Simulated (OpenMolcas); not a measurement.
## W: effect of the active space

```json
{"Program": "OpenMolcas 26.06", "Method": "CASSCF", "Basis": "ANO-R3", "Scalar Hamiltonian": "X2C, finite nucleus", "Spin-orbit coupling": "state interaction with AMFI integrals over the reference wave functions, term energies averaged over their components"}
```

A. 4 electrons in 5 orbitals (5d); 2S+1 = 5 even, 5 roots; 2S+1 = 3 even, 45 roots; 2S+1 = 1 even, 50 roots (49 in the spin-orbit step); cost roughly 60 core-seconds
B. 6 electrons in 6 orbitals (5d 6s); 2S+1 = 7 even, 1 root; 2S+1 = 5 even, 23 roots; 2S+1 = 3 even, 35 roots; 2S+1 = 1 even, 23 roots; cost about 80 core-seconds

Energies in cm⁻¹ above 5d⁴ 6s² ⁵D₀, the measured ground level; measured values from NIST Handbook of Basic Atomic Spectroscopic Data.

```
             Level      A      B  Measured
       5d⁴ 6s² ⁵D₀    0.0    0.0       0.0
       5d⁴ 6s² ⁵D₁   1453   1370      1670
       5d⁴ 6s² ⁵D₂   3216   2832      3326
       5d⁴ 6s² ⁵D₃   4963   4116      4830
       5d⁴ 6s² ⁵D₄   6600   5319      6219
5d⁴ 6s² ³H₅ [60 %]  17583  15250          
5d⁴ 6s² ³G₃ [58 %]  17972  14392          
5d⁴ 6s² ³H₆ [75 %]  18989  17514          
5d⁴ 6s² ³G₅ [61 %]  24830  20091
```

B puts 5d⁵ 6s ⁷S₃ lowest.

Deviations, from unrounded energies. A percentage is the sum of absolute deviations over the sum of measured energies, with the sign that they share, or ± where signs differ.

| Against measurement | Levels | A | B |
| --- | --- | --- | --- |
| mean absolute deviation (cm-1) | 4 | 210 | 600 |
| fine structure of the ground term (%) | 4 | ±5.2 | -15.0 |

A lies closest to measurement on these levels. The largest miss of A in the table is 5d⁴ 6s² ⁵D₄, by +380 cm-1. The ranking rests on the paired levels alone, and a cruder setting can come out closer through cancelling errors.

The spin-orbit steps hold different terms of 5d⁴ 6s² (B lacks ¹D, ¹F, a ¹G, a ³F, a ³P), which shifts levels as well.

Between A and B the level of the table that moves most is 5d⁴ 6s² ³G₅ [61 %], by 4700 cm-1 (lowest in B, highest in A).

Without dynamic correlation excited terms often stand tens of per cent too high (terms of higher spin than the ground term too low), and those without a measured partner can miss by more than the paired ones. Some high roots are left out of the spin-orbit mixing, which shifts the levels that they would mix with (holds for A). With the s shell closed, the reference lacks s² → p², s² → d² and s → d mixing, so excited terms can stand far too high and out of order, with CASPT2 too (holds for A). The lowest computed level is not the ground level that NIST lists (5D0) (holds for B). Configurations are named by rounded mean occupations; where the s occupation lies near a half they are strongly mixed, a name can repeat and a true partner stay unpaired (holds for B). Computed and measured levels are paired by configuration, term and J; levels that our copy of the source lacks, or whose pairing is in doubt (as where it misses far off the trend of its configuration), stay unpaired and out of the deviations. Levels of configurations outside the active space are missing. Levels that lie high or do not pair safely by name in every column are left out.

A share in square brackets marks a mixed level and gives the weight of the term that names it, the lowest over the columns.
